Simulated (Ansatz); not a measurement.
SiF2Cl, SMILES F[Si](F)Cl, multiplicity 2.

Geometry optimised at B3LYP-D3(BJ)/def2-SVP.

Two levels are set side by side: PBE/def2-SVPD (Ansatz, a first-principles code) and ωB97X-V/def2-SVPD (Ansatz). Energy differences of separate SCF runs at the same geometry; the states with an electron removed or added have multiplicity 1 and 1. Differences are taken from unrounded values.

```json
[
 {"quantity": "vertical ionisation energy (eV)", "ωB97X-V": "10.34"},
 {"quantity": "vertical electron affinity (eV)", "ωB97X-V": "1.93"}
]
```

Question: What does PBE give, and how far is it from ωB97X-V? (An estimate is asked for; the answer gives what the named calculation found.)

Answer: 
```csv
quantity,PBE,PBE minus ωB97X-V
vertical ionisation energy (eV),10.08,-0.26
vertical electron affinity (eV),1.87,-0.07
```
